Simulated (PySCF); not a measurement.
Computed shifts of a molecule CH6ClFSi2, B3LYP/pcSseg-1 run with PySCF, GIAO, gas phase, equivalent atoms averaged, in ppm (number of nuclei): ¹³C: 9.6 (1). ²⁹Si: 51.1 (1), -106.3 (1). ¹⁹F: -154.7 (1). ¹H: 3.67 (3), 0.96 (3). References: ¹³C against TMS (σ = 181.3 ppm); ²⁹Si against TMS (σ = 338.7 ppm); ¹⁹F against CFCl3 (σ = 161.7 ppm); ³⁵Cl against HCl (σ = 933.3 ppm); ¹H against TMS (σ = 31.68 ppm), references at their B3LYP-D3(BJ)/def2-TZVP geometries, non-relativistic (without spin–orbit terms, shifts of atoms bonded to Cl or Br come out too high). Coordinates come from a B3LYP-D3(BJ)/def2-SVP optimisation. One conformer was computed; it need not be the lowest.

Problem. Which molecule gave these data?
A. C[SiH2][Si@@H](F)Cl
B. C[Si@@](F)([SiH3])Cl
C. F[Si@H](Cl)C[SiH3]
D. FC[Si@H]([SiH3])Cl

Solution. B, C[Si@@](F)([SiH3])Cl
